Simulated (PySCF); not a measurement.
**Electronic structure of Sr (strontium, neutral) at the LDA level**

Configuration: [Kr] 5s2, closed-shell 1S. Calculation: PySCF 2.14, in Sapporo-DKH3-DZP-2012 (7s6p2d, 35 functions); the spin-free X2C one-electron Hamiltonian (Gaussian nucleus).

| Property | Result |
| --- | --- |
| Total energy | -3174.92 hartree |
| One-electron energy | -4396.24 hartree |
| Hartree (Coulomb) energy | 1323.00 hartree |
| Exchange-correlation energy | -101.69 hartree |
| ⟨S²⟩ | 0.0000 |
| ⟨L²⟩ | 0.000 |
| Sum of ⟨r⟩ | 30.98 bohr |
| Sum of ⟨r²⟩ | 68.44 bohr² |
| Langevin diamagnetic susceptibility | -54.2 ×10⁻⁶ cm³/mol |
| Time after the integrals | 0.19 s of wall time on 1 thread of Neoverse-V2 (shared host) |

```csv
shell,electrons,mean orbital energy (eV),"rms radius, mean of both spins (bohr)"
1s,2,-15889.8,0.0451
2s,2,-2153.3,0.187
2p,6,-1916.1,0.166
3s,2,-332.47,0.527
3p,6,-255.77,0.539
3d,10,-128.46,0.551
4s,2,-40.918,1.45
4p,6,-22.898,1.69
5s,2,-3.645,4.56
```

Densities and radii are taken from the X2C orbitals without a picture-change correction, which distorts them close to the nucleus.
